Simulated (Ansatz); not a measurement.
Ansatz (a program for electronic structure) input (HF/6-31G*):

Ansatz 0.2 input:
```yaml
crystal:
  periodic: [false, false, false]
  atoms:
    - {symbol: F, position_ang: [-0.16668213, 2.24227246, 0.44744669]}
    - {symbol: C, position_ang: [-0.13910151, 0.94614994, 0.18163489]}
    - {symbol: C, position_ang: [-1.33471410, 0.21981340, -0.09359111]}
    - {symbol: C, position_ang: [-1.01452641, -1.08090111, -0.32984733]}
    - {symbol: S, position_ang: [0.66930374, -1.45120350, -0.23105354]}
    - {symbol: C, position_ang: [1.00598855, 0.21868263, 0.15021849]}
    - {symbol: H, position_ang: [-2.31648156, 0.64890667, -0.10699974]}
    - {symbol: H, position_ang: [2.00188167, 0.56742802, 0.32634654]}
basis:
  gaussian:
    orbitals: 6-31G*
hamiltonian:
  xc: {name: HF}
magnetization: {spin_polarized: true, initial_magnetization: 1}
phonons: {temperatures: {t_min: 298.15, t_max: 298.15, t_step: 100}}
```

Output:

```
Functional definition: HF
integrals: 0.04 GiB planned
1039 factors; integrals over basis functions are off by at most 3.8e-4 eV
mean field: 0.41 GiB planned
mean field evaluation 1: about -17670.2799 eV, gradient 2.0e1 eV
mean field evaluation 2: about -17670.2873 eV, gradient 2.0e1 eV
mean field evaluation 4: about -17673.0694 eV, gradient 3.3e0 eV
mean field evaluation 8: about -17673.2569 eV, gradient 7.2e-1 eV
mean field evaluation 16: about -17673.4176 eV, gradient 5.7e-4 eV
mean field evaluation 32: about -17665.4674 eV, gradient 4.1e0 eV
mean field -17673.41758218 eV, -649.4861166724 hartree, gradient 2.4e-5 eV, S^2 1.190004; 0 other end points of the search recorded, 0 dependent functions left out
the calculation of the forces begins
reference -17673.41758218 eV, -649.4861166724 hartree; 26, 25 occupied and 72, 73 virtual orbitals, 1039 factors
these checks for a lower state are left out or cut short: stability, starts, cluster_reference, orbital_swaps, neighbouring_geometries, increment
integrals: 0.04 GiB planned
1039 factors; integrals over basis functions are off by at most 3.8e-4 eV
mean field: 0.41 GiB planned
mean field -17673.41742522 eV, -649.4861109041 hartree, gradient 1.8e-6 eV, S^2 1.190336; 0 other end points of the search recorded, 0 dependent functions left out
the calculation of the forces begins
reference -17673.41742522 eV, -649.4861109041 hartree; 26, 25 occupied and 72, 73 virtual orbitals, 1039 factors
these checks for a lower state are left out or cut short: stability, starts, cluster_reference, orbital_swaps, neighbouring_geometries, increment
integrals: 0.04 GiB planned
1039 factors; integrals over basis functions are off by at most 3.8e-4 eV
mean field: 0.41 GiB planned
mean field -17673.41743142 eV, -649.4861111320 hartree, gradient 1.8e-6 eV, S^2 1.189667; 0 other end points of the search recorded, 0 dependent functions left out
the calculation of the forces begins
reference -17673.41743142 eV, -649.4861111320 hartree; 26, 25 occupied and 72, 73 virtual orbitals, 1039 factors
these checks for a lower state are left out or cut short: stability, starts, cluster_reference, orbital_swaps, neighbouring_geometries, increment
integrals: 0.04 GiB planned
1039 factors; integrals over basis functions are off by at most 3.8e-4 eV
mean field: 0.41 GiB planned
mean field evaluation 64: about -17673.4176 eV, gradient 2.3e-6 eV
mean field -17673.41756925 eV, -649.4861161974 hartree, gradient 2.3e-6 eV, S^2 1.190177; 0 other end points of the search recorded, 0 dependent functions left out
the calculation of the forces begins
reference -17673.41756925 eV, -649.4861161974 hartree; 26, 25 occupied and 72, 73 virtual orbitals, 1039 factors
these checks for a lower state are left out or cut short: stability, starts, cluster_reference, orbital_swaps, neighbouring_geometries, increment
integrals: 0.04 GiB planned
1039 factors; integrals over basis functions are off by at most 3.8e-4 eV
mean field: 0.41 GiB planned
mean field -17673.41756628 eV, -649.4861160880 hartree, gradient 2.6e-6 eV, S^2 1.189833; 0 other end points of the search recorded, 0 dependent functions left out
the calculation of the forces begins
reference -17673.41756628 eV, -649.4861160880 hartree; 26, 25 occupied and 72, 73 virtual orbitals, 1039 factors
these checks for a lower state are left out or cut short: stability, starts, cluster_reference, orbital_swaps, neighbouring_geometries, increment
integrals: 0.04 GiB planned
1039 factors; integrals over basis functions are off by at most 3.8e-4 eV
mean field: 0.41 GiB planned
mean field -17673.41732576 eV, -649.4861072490 hartree, gradient 1.3e-6 eV, S^2 1.191812; 0 other end points of the search recorded, 0 dependent functions left out
the calculation of the forces begins
reference -17673.41732576 eV, -649.4861072490 hartree; 26, 25 occupied and 72, 73 virtual orbitals, 1039 factors
these checks for a lower state are left out or cut short: stability, starts, cluster_reference, orbital_swaps, neighbouring_geometries, increment
integrals: 0.04 GiB planned
1039 factors; integrals over basis functions are off by at most 3.8e-4 eV
mean field: 0.41 GiB planned
mean field -17673.41731905 eV, -649.4861070024 hartree, gradient 2.5e-6 eV, S^2 1.188205; 0 other end points of the search recorded, 0 dependent functions left out
the calculation of the forces begins
reference -17673.41731905 eV, -649.4861070024 hartree; 26, 25 occupied and 72, 73 virtual orbitals, 1039 factors
these checks for a lower state are left out or cut short: stability, starts, cluster_reference, orbital_swaps, neighbouring_geometries, increment
integrals: 0.04 GiB planned
1039 factors; integrals over basis functions are off by at most 3.8e-4 eV
mean field: 0.41 GiB planned
[...]
the calculation of the forces begins
reference -17673.41753389 eV, -649.4861148979 hartree; 26, 25 occupied and 72, 73 virtual orbitals, 1039 factors
these checks for a lower state are left out or cut short: stability, starts, cluster_reference, orbital_swaps, neighbouring_geometries, increment
integrals: 0.04 GiB planned
1039 factors; integrals over basis functions are off by at most 3.8e-4 eV
mean field: 0.41 GiB planned
mean field evaluation 192: about -17673.4174 eV, gradient 2.4e-6 eV
mean field -17673.41741532 eV, -649.4861105405 hartree, gradient 2.4e-6 eV, S^2 1.188647; 0 other end points of the search recorded, 0 dependent functions left out
the calculation of the forces begins
reference -17673.41741532 eV, -649.4861105405 hartree; 26, 25 occupied and 72, 73 virtual orbitals, 1039 factors
these checks for a lower state are left out or cut short: stability, starts, cluster_reference, orbital_swaps, neighbouring_geometries, increment
integrals: 0.04 GiB planned
1039 factors; integrals over basis functions are off by at most 3.8e-4 eV
mean field: 0.41 GiB planned
mean field -17673.41742388 eV, -649.4861108548 hartree, gradient 1.8e-6 eV, S^2 1.191362; 0 other end points of the search recorded, 0 dependent functions left out
the calculation of the forces begins
reference -17673.41742388 eV, -649.4861108548 hartree; 26, 25 occupied and 72, 73 virtual orbitals, 1039 factors
these checks for a lower state are left out or cut short: stability, starts, cluster_reference, orbital_swaps, neighbouring_geometries, increment
integrals: 0.04 GiB planned
1039 factors; integrals over basis functions are off by at most 3.8e-4 eV
mean field: 0.41 GiB planned
mean field -17673.41744421 eV, -649.4861116022 hartree, gradient 1.8e-6 eV, S^2 1.192571; 0 other end points of the search recorded, 0 dependent functions left out
the calculation of the forces begins
reference -17673.41744421 eV, -649.4861116022 hartree; 26, 25 occupied and 72, 73 virtual orbitals, 1039 factors
these checks for a lower state are left out or cut short: stability, starts, cluster_reference, orbital_swaps, neighbouring_geometries, increment
integrals: 0.04 GiB planned
1039 factors; integrals over basis functions are off by at most 3.8e-4 eV
mean field: 0.41 GiB planned
mean field -17673.41743839 eV, -649.4861113883 hartree, gradient 2.0e-6 eV, S^2 1.187461; 0 other end points of the search recorded, 0 dependent functions left out
the calculation of the forces begins
reference -17673.41743839 eV, -649.4861113883 hartree; 26, 25 occupied and 72, 73 virtual orbitals, 1039 factors
these checks for a lower state are left out or cut short: stability, starts, cluster_reference, orbital_swaps, neighbouring_geometries, increment
integrals: 0.04 GiB planned
1039 factors; integrals over basis functions are off by at most 3.8e-4 eV
mean field: 0.41 GiB planned
mean field -17673.41754383 eV, -649.4861152629 hartree, gradient 1.6e-6 eV, S^2 1.190076; 0 other end points of the search recorded, 0 dependent functions left out
the calculation of the forces begins
reference -17673.41754383 eV, -649.4861152629 hartree; 26, 25 occupied and 72, 73 virtual orbitals, 1039 factors
these checks for a lower state are left out or cut short: stability, starts, cluster_reference, orbital_swaps, neighbouring_geometries, increment
integrals: 0.04 GiB planned
1039 factors; integrals over basis functions are off by at most 3.8e-4 eV
mean field: 0.41 GiB planned
mean field evaluation 224: about -17673.4090 eV, gradient 7.2e-2 eV
mean field -17673.41755354 eV, -649.4861156200 hartree, gradient 1.7e-6 eV, S^2 1.189932; 0 other end points of the search recorded, 0 dependent functions left out
the calculation of the forces begins
reference -17673.41755354 eV, -649.4861156200 hartree; 26, 25 occupied and 72, 73 virtual orbitals, 1039 factors
these checks for a lower state are left out or cut short: stability, starts, cluster_reference, orbital_swaps, neighbouring_geometries, increment
integrals: 0.04 GiB planned
1039 factors; integrals over basis functions are off by at most 3.8e-4 eV
mean field: 0.41 GiB planned
mean field -17673.41752305 eV, -649.4861144993 hartree, gradient 2.7e-6 eV, S^2 1.189995; 0 other end points of the search recorded, 0 dependent functions left out
the calculation of the forces begins
reference -17673.41752305 eV, -649.4861144993 hartree; 26, 25 occupied and 72, 73 virtual orbitals, 1039 factors
these checks for a lower state are left out or cut short: stability, starts, cluster_reference, orbital_swaps, neighbouring_geometries, increment
integrals: 0.04 GiB planned
1039 factors; integrals over basis functions are off by at most 3.8e-4 eV
mean field: 0.41 GiB planned
mean field -17673.41752549 eV, -649.4861145891 hartree, gradient 2.4e-6 eV, S^2 1.190015; 0 other end points of the search recorded, 0 dependent functions left out
the calculation of the forces begins
reference -17673.41752549 eV, -649.4861145891 hartree; 26, 25 occupied and 72, 73 virtual orbitals, 1039 factors
these checks for a lower state are left out or cut short: stability, starts, cluster_reference, orbital_swaps, neighbouring_geometries, increment
integrals: 0.04 GiB planned
1039 factors; integrals over basis functions are off by at most 3.8e-4 eV
mean field: 0.41 GiB planned
mean field -17673.41755427 eV, -649.4861156469 hartree, gradient 2.3e-6 eV, S^2 1.190043; 0 other end points of the search recorded, 0 dependent functions left out
the calculation of the forces begins
reference -17673.41755427 eV, -649.4861156469 hartree; 26, 25 occupied and 72, 73 virtual orbitals, 1039 factors
these checks for a lower state are left out or cut short: stability, starts, cluster_reference, orbital_swaps, neighbouring_geometries, increment
integrals: 0.04 GiB planned
1039 factors; integrals over basis functions are off by at most 3.8e-4 eV
mean field: 0.41 GiB planned
mean field evaluation 256: about -17673.4176 eV, gradient 2.3e-6 eV
mean field -17673.41755012 eV, -649.4861154941 hartree, gradient 2.3e-6 eV, S^2 1.189966; 0 other end points of the search recorded, 0 dependent functions left out
the calculation of the forces begins
reference -17673.41755012 eV, -649.4861154941 hartree; 26, 25 occupied and 72, 73 virtual orbitals, 1039 factors
these checks for a lower state are left out or cut short: stability, starts, cluster_reference, orbital_swaps, neighbouring_geometries, increment
integrals: 0.04 GiB planned
1039 factors; integrals over basis functions are off by at most 3.8e-4 eV
mean field: 0.41 GiB planned
mean field -17673.41752284 eV, -649.4861144917 hartree, gradient 2.0e-6 eV, S^2 1.190023; 0 other end points of the search recorded, 0 dependent functions left out
the calculation of the forces begins
reference -17673.41752284 eV, -649.4861144917 hartree; 26, 25 occupied and 72, 73 virtual orbitals, 1039 factors
these checks for a lower state are left out or cut short: stability, starts, cluster_reference, orbital_swaps, neighbouring_geometries, increment
integrals: 0.04 GiB planned
1039 factors; integrals over basis functions are off by at most 3.8e-4 eV
mean field: 0.41 GiB planned
mean field -17673.41752243 eV, -649.4861144768 hartree, gradient 2.3e-6 eV, S^2 1.189987; 0 other end points of the search recorded, 0 dependent functions left out
the calculation of the forces begins
reference -17673.41752243 eV, -649.4861144768 hartree; 26, 25 occupied and 72, 73 virtual orbitals, 1039 factors
Total energy: -17673.41758218 eV, -649.4861166724 hartree
Atom 0 at    -0.166682     2.242272     0.447447 Å, force     0.000841    -0.001443    -0.000212 eV/Å
Atom 1 at    -0.139102     0.946150     0.181635 Å, force    -0.001391     0.001504     0.000167 eV/Å
Atom 2 at    -1.334714     0.219813    -0.093591 Å, force    -0.000583     0.002969     0.000555 eV/Å
Atom 3 at    -1.014526    -1.080901    -0.329847 Å, force     0.002150    -0.000547     0.000111 eV/Å
Atom 4 at     0.669304    -1.451204    -0.231054 Å, force    -0.002077     0.000315    -0.000151 eV/Å
Atom 5 at     1.005989     0.218683     0.150218 Å, force     0.001641    -0.001754    -0.000193 eV/Å
Atom 6 at    -2.316482     0.648907    -0.107000 Å, force    -0.000654    -0.001881    -0.000458 eV/Å
Atom 7 at     2.001882     0.567428     0.326347 Å, force     0.000072     0.000838     0.000181 eV/Å
Dipole moment:    -0.030325    -0.046936    -0.012892 e Å
Vibrations: 284.26 425.63 442.77 557.34 623.48 697.65 746.99 852.76 864.81 907.86 1029.24 1257.53 1286.61 1411.37 1485.84 1686.77 3428.23 3451.45 cm⁻¹, zero-point energy 1.329147 eV
```

The blocks after the first are displaced geometries, from whose forces the wavenumbers follow.

The determinant is spin-contaminated: <S^2> is 1.19 against 0.75 for a pure state.
